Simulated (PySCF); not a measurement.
FH4N2NbS, SMILES [NH2][Nb]([NH2])([F])=[S], multiplicity 1.

Geometry optimised at r2SCAN-D4/def2-SVP. The multiplicity is an assumed one; no other spin state was optimised. The structure was generated by enumeration; whether it is a known compound was not checked. The def2 effective core potentials stand for the cores of Nb; spin–orbit coupling is left out. One conformer was computed; it need not be the lowest.

Two levels are set side by side: TDA-PBE/def2-SVPD (PySCF) and TDA-PBE0/def2-SVPD (PySCF). Vertical, same geometry. The lowest singlet is HOMO→LUMO 91 % with PBE and HOMO→LUMO 90 % with the other functional; states are paired by order. Differences are taken from unrounded values.

| quantity | TDA-PBE |
|---|---|
| lowest singlet excitation (eV) | 3.86 |
| lowest triplet excitation (TDA) (eV) | 3.40 |

Question: These are the TDA-PBE values. What does TDA-PBE0 give? (The exact figures need the calculation; the answer reports its results.)

Answer: 
```csv
quantity,TDA-PBE0,TDA-PBE minus TDA-PBE0
lowest singlet excitation (eV),3.99,-0.13
lowest triplet excitation (TDA) (eV),3.40,0.00
```

Functionals without exact exchange tend to place singlet excitations lower, as here. Differences between two approximate levels are no errors against the true value.

Rough cost on one machine, each run with all the roots and properties that it gave: TDA-PBE0 against TDA-PBE about 3 times.
